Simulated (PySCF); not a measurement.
# Correlation energy of Se (selenium, neutral)

[Ar] 3d10 4s2 4p4, high-spin 3P determinant. All numbers are calculated (PySCF 2.14, the spin-free X2C one-electron Hamiltonian (Gaussian nucleus), in x2c-TZVPall). Frozen: [Ar] 3d10; 6 electrons correlated.

MP2 pair energies summed by pair of shells (mhartree):

```tsv
pair	energy	share (%)
4s-4p	-46.45	46.4
4p-4p	-44.81	44.8
4s-4s	-8.75	8.7
```

Total MP2 correlation energy: -100.01 mhartree.

Same-spin part -22.82 and opposite-spin part -77.18 mhartree; SCS-MP2 scales them by 1/3 and 6/5 to -100.23 mhartree.

```csv
level,correlation energy (mhartree)
CCSD,-118.55
(T),-3.58
CCSD(T),-122.13
```

Diagnostics: T1 = 0.0080, D1 = 0.0247, largest double amplitude 0.049.

Cost of the coupled-cluster step: 0.67 s of wall time on 1 thread of Neoverse-V1 (shared host), for 6 correlated electrons.
